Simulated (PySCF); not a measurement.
Correlation energy of Cu (copper, neutral)

[Ar] 3d10 4s1, 2S determinant. Computed with PySCF 2.14 in aug-cc-pVTZ-PP with one added diffuse shell each of s, p, d, f, g type with ECP10MDF (7s7p6d4f3g, 113 functions), with scalar relativity through the core potential. Frozen: 3s2 3p6; 11 electrons correlated.

MP2 pair energies summed by pair of shells (mhartree):

```json
{"pair": "3d-3d", "energy": "-503.85", "share (%)": "94.6"}
{"pair": "3d-4s", "energy": "-28.76", "share (%)": "5.4"}
```

Total MP2 correlation energy: -532.61 mhartree.

Same-spin part -194.47 and opposite-spin part -338.15 mhartree; SCS-MP2 scales them by 1/3 and 6/5 to -470.60 mhartree.
